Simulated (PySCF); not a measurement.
# Excitation energy of Ir²⁺ by level of theory

Ir²⁺ [Xe] 4f14 5d7 (4F) → Ir²⁺ [Xe] 4f14 5d6 6s1 (6D), as a difference of total energies. Calculation: PySCF 2.14, in aug-cc-pVTZ-PP with one added diffuse shell each of s, p, d, f, g type with ECP60MDF (7s7p6d4f3g, 113 functions); a scalar-relativistic core potential. Correlated levels: valence: 5s2 5p6 frozen. The calculations carry no spin-orbit coupling.

```tsv
method	excitation energy (cm⁻¹)
UHF	10669
LDA	10929
PBE	11944
PBE0	12975
r2SCAN	9908.3
B2PLYP	14990
M06-2X	16334
LC-wPBE	14257
MP2 (valence)	14353
SCS-MP2 (valence)	18813
```
